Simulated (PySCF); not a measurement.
C3H5FSi, SMILES [SiH3]C=C=CF. Coordinates come from a PBE-D3(BJ)/def2-SVP optimisation. The structure was generated by enumeration, and PubChem lists no compound with its InChIKey, so it may never have been made.

These are PBE-D3(BJ)/def2-SVP in PySCF values and carry that method's errors.

Harmonic wavenumbers (cm⁻¹): 84, 100, 190, 254, 400, 538, 599, 638, 731, 739, 833, 881, 903, 914, 1004, 1125, 1211, 1378, 2013, 2158, 2163, 2192, 3027, 3107. Rotational constants (GHz): 13.61, 1.459, 1.399; symmetry number 1.

Q: Work out the zero-point energy and the ideal-gas rigid-rotor harmonic-oscillator thermochemistry at 298.15 K and 1 atm.

A: ZPE = ½ Σ hcν = ½ × 27181 cm⁻¹ = 162.58 kJ/mol. H − E(el) = 182.69 kJ/mol. Entropy in J/(mol K): translation 164.61, rotation 112.34, vibration 62.34, total 339.29. G − E(el) = 81.53 kJ/mol. Cp = 103.31 J/(mol K). Modes under 150 cm⁻¹ make the vibrational entropy uncertain.
